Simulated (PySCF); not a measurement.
An unknown gives this computed stick spectrum. The calculation used TDDFT CAM-B3LYP/def2-SVPD, vertical, gas phase, core orbitals frozen in the response (PySCF). Geometries: GFN2-xTB, one conformer each.

```
state  E (eV)       f  main configurations (H = HOMO, L = LUMO)
   S1    6.16   0.063                     H→L (79%), H-1→L (8%)
   S2    6.57   0.043   H→L+1 (37%), H-1→L+1 (14%), H-3→L (13%)
   S3    6.69  0.0032                               H-2→L (77%)
   S4    6.91   0.240       H→L+1 (37%), H-1→L (32%), H→L (11%)
   S5    7.12  0.0029   H-1→L+1 (36%), H-1→L (23%), H→L+1 (11%)
   S6    7.33   0.136      H→L+3 (44%), H→L+2 (21%), H-3→L (9%)
   S7    7.35  0.0090                H-3→L (53%), H-3→L+1 (12%)
   S8    7.62   0.022                H-4→L (44%), H-1→L+1 (14%)
```

Triplets computed (Tamm–Dancoff): 4.29, 5.58, 6.02 eV.

Question: Which candidate is it?
A. `C=C[Si@H](Cl)[SiH2]OC`
B. `CC(=O)C#C[SiH2][SiH3]`
C. `C#C[C@@](F)(C[SiH3])[SiH2]O`

Answer: A. Its S1, at 6.16 eV, is the highest among the candidates; the nearest of the others has S1 at 5.74 eV. S1 is HOMO→LUMO (79%), HOMO-1→LUMO (8%). Löwdin shares by element: HOMO carbon 38% or more, silicon 30% (atoms not listed hold the other 32%); LUMO silicon 39%, carbon 23% or more (atoms not listed hold the other 38%). At the same level the other candidates give, for their lowest levels:
- `CC(=O)C#C[SiH2][SiH3]`: 3.99 eV (f 0.000); 4.82 eV (f 0.001); 5.49 eV (f 0.190); 6.33 eV (f 0.006); 7.01 eV (f 0.051); T1 3.44 eV; HOMO -9.33, LUMO -0.87 eV
- `C#C[C@@](F)(C[SiH3])[SiH2]O`: 5.74 eV (f 0.008); 6.55 eV (f 0.002); 6.86 eV (f 0.014); 7.14 eV (f 0.001); 7.35 eV (f 0.013); T1 5.16 eV; HOMO -8.96, LUMO 0.50 eV

The values belong to the conformer `[CH2:1]=[CH:2][Si@H:3]([Cl:4])[SiH2:5][O:6][CH3:7]`: C1–C2–Si3–Cl4 4°, C2–Si3–Si5–O6 -65°, Si3–Si5–O6–C7 -179°.
